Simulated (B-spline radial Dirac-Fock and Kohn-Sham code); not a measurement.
# Re: input and output of one calculation

ΔSCF core binding energies without Breit or QED terms, calculated with a radial finite-basis atomic code. Keys: rel is the Hamiltonian (dirac, or spin-free x2c and nr, where L3 and M5 stand for the whole 2p and 3d shells), method is hf or an exchange,correlation pair (spin-unpolarised, also for the hole states), nuc the nuclear model, radius_factor scales its radius, rmax is the box in bohr, h the logarithmic mesh step, order the B-spline order, points the quadrature points per cell, c_factor scales the speed of light, and damp, ndamp, maxit and tol steer the iteration. The run stops when the commutator error falls below 10·tol·max(1, Z/10), or the numerical noise floor, and the energy has settled to about 1e-8 Ha; the virial ratio is −V/T.

Input (task.json):

```json
{"items": [{"Z": 75, "q": 0, "cfg": [[1, 0, 2], [2, 0, 2], [2, 1, 6], [3, 0, 2], [3, 1, 6], [3, 2, 10], [4, 0, 2], [4, 1, 6], [4, 2, 10], [4, 3, 14], [5, 0, 2], [5, 1, 6], [5, 2, 5], [6, 0, 2]], "A": 187, "rrms": 5.3698, "do": "settings", "holes": ["K", "L3", "M5"],
  "settings": [{"rel": "dirac", "method": "hf", "nuc": "fermi", "radius_factor": 1.0, "rmax": 2.0, "h": 0.3, "order": 8, "points": 10, "c_factor": 1.0, "maxit": 67, "damp": 0.5, "ndamp": 3, "tol": 1e-08}]}]}
```

Command: `python xray2_run.py task.json out`

Ground-state iterations:

```
iter   energy (Ha)        error
   1   -16686.31777592  2.17e+00
   2   -16687.03465671  4.07e-01
   3   -16689.35986049  5.48e-02
   4   -16689.38058954  7.75e-03
   5   -16689.38116206  1.78e-03
   6   -16689.38117518  1.71e-03
   7   -16689.38120867  2.35e-04
   8   -16689.38120911  4.11e-05
   9   -16689.38120913  1.41e-06
  10   -16689.38120913  6.45e-08
```

The ground state converged in 10 iterations, with total energy -16689.38121 Ha, virial ratio 1.88083 and highest orbital energy 135.80 eV. ΔSCF binding energies: K (1s) 71974.5 eV, L3 (2p3/2) 10503.9 eV, M5 (3d5/2) 1828.9 eV.

Problem. One setting is unsound. Which, and why?

Solution. rmax squeezes the outer orbitals. With the default settings (Dirac Hartree-Fock): The ground state converged in 11 iterations, with total energy -16707.58330 Ha, virial ratio 1.88497 and highest orbital energy -7.57 eV. ΔSCF binding energies: K (1s) 72047.4 eV, L3 (2p3/2) 10574.1 eV, M5 (3d5/2) 1895.6 eV.
